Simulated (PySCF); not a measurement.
FHSi, SMILES F[SiH] (connectivity only; charge and spin as stated), charge +1, multiplicity 2.

Geometry optimised at r2SCAN-D4/def2-TZVPD. The spin state was assumed, not searched. The isomer is the one that the SMILES or the coordinates give; other isomers of the formula were not compared.

Calculation: M06-2X/def2-TZVPD in PySCF.

Isolated molecule, no solvent.

The total energy is -389.58830 hartree and the point group is Cs. The α spin, highest occupied and lowest empty level is -16.69 and -9.24 eV and the β spin, highest occupied and lowest empty level comes out as -20.77 and -10.79 eV. The dipole moment about the centre of nuclear charge is 0.806 e·Å and the mean static polarisability is 19.7 bohr³ (2.92 Å³). The polarisability, principal values is 18.1, 18.3, 22.7 bohr³ and the ⟨S²⟩ is 0.755 (pure state 0.75).
